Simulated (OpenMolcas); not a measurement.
W5+ among 5 point charges of -2 e arranged as a trigonal bipyramid (D3h). The axial distance is 0.86 times the equatorial one, R.

```yaml
Program: OpenMolcas
Method: "SS-CASPT2, IPEA 0.25 Eh, imaginary shift 0.1 Eh (closed shells correlated: 4f 5s 5p)"
Basis: ANO-RCC-VDZP [7s6p4d2f1g]
Scalar_Hamiltonian: DKH2, point nucleus
Active_space: 1 electron in 5 orbitals (5d)
State_averaging: 2S+1 = 2 even, 5 roots
Spin-orbit_coupling: state interaction with AMFI integrals over the reference wave functions
```

All point charges move together. At R = 2.17 Å the first state of the same spin is 6320 cm-1, and at R = 2.34 Å it is 5630 cm-1.

**Question.** A third run gives 6870 cm-1. What distance was it run at?

**Answer.** With a power law R^-n the two known points give n = -ln(5630 / 6320) / ln(2.34 / 2.17) = 1.53. Then R = 2.17 × (6320 / 6870)^(1/1.53) = 2.055 Å. The run was at 2.04 Å, so the estimate is off by +0.015 Å.

Roots that are degenerate in the reference are averaged as groups; the widest CASPT2 spread within a group is 82 cm-1 (the 2-fold group of multiplicity 2 near 0 cm-1 above the lowest state of its run, R = 2.34). Shifts and gaps below about the spread of the groups concerned are not significant. An orbital doublet at a regular site is open to a Jahn-Teller distortion, which this geometry leaves out. Free-ion shares, where given, are those of the reference states; single-state CASPT2 does not remix them. Point charges carry no covalency, so the field is a model and not that of real ligands. No measured value stands beside these numbers.
